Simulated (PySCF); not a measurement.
Gas-phase reaction: InCl2 + InH3 ⇌ 2 InCl + 3 H

Energies from PySCF, thermal terms from the rigid-rotor harmonic-oscillator model, ideal gas at 1 bar. † marks an energy on the PBE0/def2-TZVP geometry and frequencies. MP2 and CCSD(T) freeze the core. Open shells (unrestricted): InCl2 (multiplicity 2), H (multiplicity 2); the rest are closed-shell singlets. In: scalar-relativistic def2 core potential, no spin-orbit coupling. InCl2, InH3: computed as isolated molecules; such fragments, hydroxides, amides, oligomers or adducts are transient or little studied in the gas. MP2 isn't extrapolated to the basis-set limit; its ΔH°(298 K) is 404.9 kJ in def2-SVP and 379.6 kJ in def2-TZVPP. CCSD(T) isn't extrapolated to the basis-set limit; its ΔH°(298 K) is 422.3 kJ in def2-SVP and 435.7 kJ in def2-TZVPP. The harmonic model lacks anharmonicity and excited electronic states, which grow with temperature; levels with a mode under 35 cm⁻¹ are left out. Soft modes under 120 cm⁻¹ make the harmonic entropy rough for InCl2.

```csv
level,"ΔE electronic, kJ","ΔH°(298 K), kJ","ΔS°(298 K), J/K","ΔG°(2000 K), kJ"
CCSD(T)/def2-SVP†,454,422,298,-212
MP2/def2-TZVPP†,411,380,298,-255
PBE/def2-TZVP†,433,402,298,-233
PBE0/def2-QZVP†,453,421,298,-213
r2SCAN/def2-TZVP†,476,444,298,-190
ωB97M-V/def2-TZVP†,479,448,298,-186
ωB97X-V/def2-TZVP†,485,453,298,-181
```
ΔH° is lowest at MP2/def2-TZVPP† and highest at ωB97X-V/def2-TZVP†. No reference value is set beside these.
